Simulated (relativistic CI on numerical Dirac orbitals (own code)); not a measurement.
**Fe⁺ in a cubic cluster: L2,3 absorption with charge transfer**

Computed with a charge-transfer multiplet model of a cubic metal-ligand cluster with up to 3 ligand holes, Slater and spin-orbit integrals from Dirac-Coulomb-Breit ions, Slater integrals scaled by 0.8. The ground state mixes d7 with configurations of k ligand holes L, whose averages lie at kΔ + k(k − 1)U_dd/2; a core hole lowers each added d electron by U_cd. 20 K, Lorentzian 0.4 eV and Gaussian 0.3 eV FWHM.

Atomic integrals in eV (Slater integrals scaled, ζ unscaled), ground: F2dd 7.751, F4dd 4.773, zeta_d 0.042; with the core hole: F2dd 8.441, F4dd 5.207, zeta_d 0.059, zeta_core 8.141, F2cd 4.939, G1cd 3.627, G3cd 2.059.

Cluster parameters (eV): Δ = 7.9, U_dd = 5.9, U_cd = 7.5, 10Dq = 0.75, 10Dq(ligand) = 0.7, final-state hopping factor = 0.9.

```tsv
Case	n_d	d7	d8L	d9L2	d10L3	S
V(eg) = 0.7 eV, V(t2g) = -0.31 eV	7.01	0.99	0.01	0.00	0.00	1.50
V(eg) = 1 eV, V(t2g) = -0.44 eV	7.02	0.98	0.02	0.00	0.00	1.50
V(eg) = 1.3 eV, V(t2g) = -0.57 eV	7.04	0.96	0.04	0.00	0.00	1.50
V(eg) = 1.6 eV, V(t2g) = -0.7 eV	7.06	0.94	0.06	0.00	0.00	1.50
V(eg) = 1.9 eV, V(t2g) = -0.83 eV	7.08	0.92	0.08	0.00	0.00	1.50
```

Weights, n_d and S are thermal averages at 20 K. Photon energies count from the first peak over 30 % of the highest in each spectrum, which can be another peak from case to case. The parameters are a model scan and need not match a compound or its usual spin state. Peaks in eV (height, largest 100):
- V(eg) = 0.7 eV, V(t2g) = -0.31 eV: 0.0 (53), 0.8 (100), 1.5 (97), 2.4 (96), 14.5 (41), 15.9 (5)
- V(eg) = 1 eV, V(t2g) = -0.44 eV: 0.0 (55), 0.9 (100), 1.5 (97), 2.4 (97), 14.5 (39), 15.9 (5)
- V(eg) = 1.3 eV, V(t2g) = -0.57 eV: 0.0 (56), 0.9 (100), 1.5 (96), 2.4 (98), 14.6 (38), 15.9 (6)
- V(eg) = 1.6 eV, V(t2g) = -0.7 eV: 0.0 (60), 1.0 (100), 1.6 (95), 2.5 (100), 14.6 (36), 15.9 (6)
- V(eg) = 1.9 eV, V(t2g) = -0.83 eV: 0.0 (61), 1.0 (98), 1.6 (93), 2.6 (100), 14.7 (33)

For the case V(eg) = 1.6 eV, V(t2g) = -0.7 eV, Δ = 7.9 eV is larger than U_dd = 5.9 eV, the Mott-Hubbard side of the Zaanen-Sawatzky-Allen scheme. With the core hole the configuration with one ligand hole lies at Δ + U_dd − U_cd = 6.3 eV above the one without, against Δ in the ground state. The added d electron screens the hole, so the order of the configurations is kept and charge-transfer satellites are weaker than in photoemission.
